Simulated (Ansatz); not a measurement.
Compare A (`FC1C=C1[SiH3]`) with its isomer B (`F[SiH]1C=CC1`).

Isolated molecules relaxed with PBE0-D4/def2-TZVP in Ansatz; ΔE leaves out vibrations. CBS: MP2 limit from def2 TZ/QZ plus the TZ coupled-cluster correction, frozen cores. DFT in def2-TZVPP. B3LYP here is the variant with VWN-RPA as its local correlation; programs differ in this.

A:

Z-matrix (Å, degrees):
```
C
C 1 1.445
C 1 1.480 2 53.2
F 1 1.384 2 118.6 3 105.0
H 1 1.087 2 125.2 3 -109.0
H 2 1.078 1 147.5 3 -176.9
Si 3 1.844 1 146.3 2 177.2
H 7 1.483 3 108.8 1 -57.6
H 7 1.484 3 110.0 1 -178.3
H 7 1.485 3 108.7 1 61.4
```

B:

```xyz
10

F    -1.4869    1.8030    0.8875
Si   -0.7507    0.3853    0.7951
C    -0.8896   -0.6084   -0.7413
C     0.4503   -0.5681   -0.8612
C     1.0295    0.3625    0.1897
H    -1.0452   -0.3016    2.0781
H    -1.5770   -1.1736   -1.3561
H     1.0570   -1.1241   -1.5769
H     1.8109   -0.0752    0.8148
H     1.4016    1.3002   -0.2296
```

(1) Which is lower in electronic energy at CCSD(T)/CBS, and by how much? (Estimate.)

(2) Give E(B) − E(A) in kJ/mol with B3LYP, PBE-D4, HF/def2-TZVPP, CCSD/def2-TZVPP, MP2/def2-TZVPP, B3LYP-D4, CCSD(T)/def2-TZVPP. (Estimate.)

Largest T1 diagnostic: 0.012.

Results:

(1) Computed: B, by 337.7 kJ/mol.

(2) Ansatz gave: B3LYP -316.4, PBE-D4 -310.8, HF/def2-TZVPP -327.9, CCSD/def2-TZVPP -334.4, MP2/def2-TZVPP -340.5, B3LYP-D4 -318.7, CCSD(T)/def2-TZVPP -333.4. None reverses the order clearly.

In def2-TZVPP, CCSD(T) changes the Hartree–Fock value by −5.4 kJ/mol (the triples alone add +1.0 kJ/mol) and MP2 by −12.6 kJ/mol. From PBE to PBE0 (25 % exact exchange), in def2-TZVPP and without D4, E(B) − E(A) moves by −12.3 kJ/mol.
